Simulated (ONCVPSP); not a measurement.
**Cutoff test, aluminium (Al), ONCV**

```
Element                 : aluminium (Al)
Generator               : ONCVPSP 4.0.1
Type                    : optimised norm-conserving Vanderbilt (ONCV)
Functional              : PBE
Relativity              : non-relativistic
Frozen core             : [Ne]
Valence charge          : 3
Reference configuration : 3s2 3p1
Partial waves           : 3s: rc 2.35 bohr, ncon 4, nbas 7, qcut 2.4 1/bohr, 2 projectors, debl 1.8 Ha; 3p: rc 1.90 bohr, ncon 3, nbas 7, qcut 5.3 1/bohr, 2 projectors, debl 0.9 Ha
Local potential         : polynomial inside 1.75 bohr (lpopt 5, dvloc0 0 Ha)
Core correction         : none
```

**Question.** For each optimised wave give the share of its norm inside rc, the residual kinetic energy above qcut (Ha) and the cutoffs (Ha) for errors of 10, 1, 0.1 and 0.01 mHa per electron.

**Answer.**

```
         wave  norm inside rc  residual KE  10 mHa  1 mHa  0.1 mHa  0.01 mHa
           3s           0.483      5.7e-03     2.2   10.1     20.4      24.1
s projector 2           0.147      8.3e-02     5.2   20.0     27.3      31.3
           3p           0.127      2.7e-06     1.3    2.0      4.4      10.4
p projector 2           0.214      5.2e-04     2.6   11.6     52.6      83.6
```

The occupied waves need 10 Ha and 20 Ha for 1 and 0.1 mHa.
